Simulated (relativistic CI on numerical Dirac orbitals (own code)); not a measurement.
Ir⁴⁺: 5d valence photoemission

Computed with this model: Dirac-Coulomb-Breit CI, orbitals from a KLI potential per configuration, model QED, valence Slater integrals scaled by 0.9, multiplet model of photoemission in the sudden approximation; configurations [Xe] 4f14 5d5 → [Xe] 4f14 5d4; 300 K; Lorentzian 0.3 eV and Gaussian 0.5 eV FWHM. Energies are those of the free ion, without screening or charge transfer. The energies are binding energies and can lie tens of eV above those of solids. S is read from ⟨S²⟩ = S(S + 1).

Field parameters in Wybourne normalisation: Oh B⁴₀ = 21Dq, B⁴₄ = √(5/14) B⁴₀. The field is a parameter set, without covalency.

free ion: ground-state S = 2.39, centroid 58.09 eV. Peaks (eV, height): 58.3 (100).

Oh, 10Dq = 29200 cm⁻¹: ground-state S = 0.73, centroid 57.78 eV. Peaks (eV, height): 56.6 (50), 57.6 (100), 59.0 (33).

Strongest unbroadened transitions for Oh, 10Dq = 29200 cm⁻¹:

| Energy (eV) | Relative strength |
| --- | --- |
| 56.49 | 62.1 |
| 57.22 | 100.0 |
| 57.72 | 45.1 |
| 57.74 | 76.0 |
| 58.82 | 11.1 |
| 58.88 | 11.1 |
| 59.01 | 4.7 |
| 59.03 | 1.2 |
| 59.18 | 15.7 |
| 59.31 | 13.6 |
| 60.33 | 3.7 |
| 60.88 | 1.0 |
| 61.09 | 1.5 |
| 61.13 | 2.0 |
| 61.85 | 0.8 |
| 62.48 | 0.7 |
| 63.55 | 0.7 |
| 63.72 | 0.6 |
